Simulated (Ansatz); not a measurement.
`C[SiH2]CS` → `CCS` + `[SiH2]` at 700 K and 1 bar (silylene formation by 1,1-elimination).

Isolated molecules relaxed with PBE0-D4/def2-TZVP in Ansatz; ΔE leaves out vibrations. CCSD(T)/CBS is the MP2 limit (def2-TZVPP, def2-QZVPP) plus CCSD(T) − MP2 in def2-TZVPP, frozen cores. This one scheme is used for every species. One conformer a species, not always the lowest.

```
    species  CCSD(T)/CBS energy (Eh)  H − E (kJ/mol)  S (J/(mol·K))
`C[SiH2]CS`               -767.78463           320.1          469.9
      `CCS`               -477.49091           251.7          366.5
   `[SiH2]`               -290.19011            56.3          240.4
```

H − E and S are ideal-gas, rigid-rotor, harmonic terms from PBE0-D4/def2-TZVP, for one conformer and one mirror image of each species. 1 Eh = 2625.50 kJ/mol, R = 8.31446 J/(mol·K).

Problem. By hand: ΔE, ΔH, ΔS and ΔG.

Solution. ΔE = (-477.49091) + (-290.19011) − (-767.78463) = 0.10361 Eh = 272.0 kJ/mol. Δ(H − E) = 251.7 + 56.3 − 320.1 = -12.1, so ΔH = 259.9 kJ/mol. ΔS = 366.5 + 240.4 − 469.9 = 137.0 J/(mol·K). ΔG = 259.9 − 700 × (137.0)/1000 = 164.0 kJ/mol.

Problem. By hand: the equilibrium constant, and the temperature at which ΔG would vanish if ΔH and ΔS stayed fixed.

Solution. log₁₀ K = −ΔG/(RT ln 10) = -12.2. ΔG = 0 at ΔH/ΔS = 1897 K.

The number of gas molecules changes by +1, which sets the sign of ΔS. A doubt of 5 kJ/mol in ΔE shifts log₁₀ K by 0.4 here. Other conformers and mirror images would add mixing entropy, several J/(mol·K) or more a flexible species. These are equilibria of isolated gas molecules and say nothing of rates. Largest T1 diagnostic: 0.014 (customary marks: 0.02 for closed shells, 0.045 for open ones).
